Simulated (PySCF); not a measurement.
Molecule: SMILES BOBC(=C)C, C3H8B2O.

Cartesian coordinates in Å; atom numbers follow the order of the lines, from 1:
```xyz
14

B     2.5870   -0.6443   -0.0477
O     1.6366    0.0984    0.4200
B     0.6394    0.8092    0.8620
C    -0.8472    0.3860    0.5366
C    -1.8879    1.0878    0.9795
C    -1.0608   -0.8474   -0.2973
H     3.0453   -0.4077   -1.1108
H     2.9928   -1.5485    0.5957
H     0.8631    1.7714    1.5084
H    -2.9090    0.8091    0.7643
H    -1.7567    1.9736    1.5775
H    -2.1191   -1.0451   -0.4563
H    -0.5739   -0.7318   -1.2656
H    -0.6104   -1.7112    0.1915
```

Frames of a GFN2-xTB Langevin trajectory at 300 K; GIAO PBE0/pcSseg-1 shieldings in PySCF 2.14.0 with density-fitted response routines, gas phase, non-relativistic; equivalent atoms averaged within each frame.

Shifts are taken against calculated references (same method and geometry level): ¹¹B (100.07 ppm) against BF3·OEt2; ¹⁷O (336.08 ppm) vs H2O; ¹³C (186.93 ppm) and ¹H (31.72 ppm) against TMS. The references are static minima.

Task: How do the shifts (ppm) fluctuate along the trajectory?

Result: 
| time (fs) | B1 | B3 | O2 | C4 | C5 | C6 | H10 | H11 | H9 | H7/H8 |
| --- | --- | --- | --- | --- | --- | --- | --- | --- | --- | --- |
| optimised geometry | 39.7 | 35.6 | 315.0 | 154.8 | 145.7 | 23.8 | 6.53 | 6.21 | 5.37 | 5.53 |
| 250 | 43.1 | 39.3 | 335.2 | 151.3 | 143.9 | 26.1 | 6.72 | 6.49 | 5.92 | 5.90 |
| 425 | 39.9 | 36.7 | 307.6 | 162.1 | 148.3 | 22.3 | 7.06 | 5.96 | 5.78 | 5.83 |
| 625 | 39.1 | 38.8 | 314.0 | 150.5 | 152.7 | 20.8 | 6.83 | 6.92 | 5.99 | 5.78 |
| 800 | 43.3 | 32.9 | 312.1 | 158.4 | 149.6 | 18.2 | 6.35 | 6.60 | 5.58 | 5.85 |
| 1000 | 39.1 | 35.7 | 320.3 | 161.7 | 152.4 | 30.9 | 7.12 | 7.23 | 5.92 | 6.07 |
| mean of frames | 40.9 | 36.7 | 317.8 | 156.8 | 149.4 | 23.7 | 6.82 | 6.64 | 5.84 | 5.89 |
| standard deviation | 2.1 | 2.6 | 10.7 | 5.6 | 3.6 | 4.9 | 0.31 | 0.48 | 0.16 | 0.11 |

5 frames give an uncertainty of the mean of about the standard deviation over 2.2 at best, since frames this close in time may not be independent; classical motion lacks zero-point vibration, and the reference would need the same averaging.
